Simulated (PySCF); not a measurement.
# Worked example: oscillator strength and radiative lifetime

Mg(F)(iPr) (C3H7FMg), SMILES C[CH](C)[Mg][F].

The structure is a stationary point at PBE-D3(BJ)/def2-SVP. The structure was generated by enumeration; whether it is a known compound was not checked. One conformer was computed; it need not be the lowest.

PySCF 2.14.0 with TDDFT-ωB97X/def2-SVPD puts the first singlet state with f over 0.02 at 5.00 eV (vertical), with the transition dipole (1.212, 0.087, 0.000) in atomic units.

Task: Find the oscillator strength, the wavelength and the radiative lifetime that this transition would have in vacuum if emission retraced absorption.

Result: 
|μ|² = 1.4765 au, so |μ| = 3.09 D. ΔE = 5.00/27.211 = 0.1837 hartree. f = (2/3) ΔE |μ|² = 0.181 (the program prints 0.181).
λ = 1239.84/5.00 = 248 nm; ν = 40328 cm⁻¹.
Einstein's coefficient A = 0.6670 ν² f s⁻¹ (ν in cm⁻¹) = 2.0e8 s⁻¹, so τ = 1/A = 5.1 ns. This state is S1. The figure is the radiative limit of this one transition; relaxation, internal conversion, crossing to triplets and a medium change what is measured.
